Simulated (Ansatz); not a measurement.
Relaxation of CH4AlClO (8 atoms, charge 0, multiplicity 1), to a largest force component of 0.03 eV/Å in at most 50 steps.

Level of theory: Ansatz, RKS PBE/def2-SVP.

```xyz
8
Properties=species:S:1:pos:R:3
Al -1.100 -0.505 0.224
Cl 2.034 -1.042 1.747
O -1.260 0.276 -1.328
C 0.021 0.758 -0.767
H 1.298 -0.298 0.926
H -1.925 -1.504 1.122
H 0.029 1.846 -0.544
H 0.903 0.470 -1.379
```

Where does it end, and by what steps?

The forces met the threshold. The force dipped under the threshold on the way, but the program's further checks kept it going. After 23 steps the energy has fallen by 3.776 eV; H5 moved furthest, 1.64 Å. Parted: Al1–C4 (1.96 → 2.91 Å), Cl2–H5 (1.33 → 3.48 Å). Joined: Al1–Cl2 (3.53 → 2.12 Å), C4–H5 (2.37 → 1.11 Å).

```
step  energy less start (eV)  largest force component (eV/Å)  accepted
   0                  0.0000                           0.292       yes
   1                 -0.0281                           0.196       yes
   2                 -0.0664                           0.307       yes
   3                 -0.1468                           0.587       yes
   4                 -0.3393                           1.036       yes
   5                 -0.7452                           1.585       yes
   6                 -1.6630                           2.011       yes
   7                 -2.5360                           1.409       yes
   8                 -3.0418                           1.526       yes
   9                 -3.2811                           0.875       yes
  10                 -3.3970                           0.870       yes
  11                 -3.5151                           0.862       yes
  12                 -3.6401                           0.726       yes
  13                 -3.7050                           0.847       yes
  14                 -3.7589                           0.151       yes
  15                 -3.7702                           0.048       yes
  16                 -3.7725                           0.027       yes
  17                 -3.7585                           0.488        no
  18                 -3.7739                           0.065       yes
  19                 -3.7714                           0.248        no
  20                 -3.7750                           0.004       yes
  21                 -3.7753                           0.050       yes
  22                 -3.7754                           0.036       yes
  23                 -3.7756                           0.012       yes
```

```xyz
8
Properties=species:S:1:pos:R:3
Al -0.714 -1.221 0.767
Cl 0.979 -1.896 1.848
O -0.572 0.115 -0.280
C 0.404 1.029 -0.709
H 1.398 0.859 -0.235
H -2.122 -1.919 0.895
H 0.088 2.070 -0.474
H 0.538 0.964 -1.812
```

The run took 36 s on 2 threads of AMD EPYC 7R43 64-Core Processor (Zen 3), with other jobs on the host, peak memory 0.16 GiB.
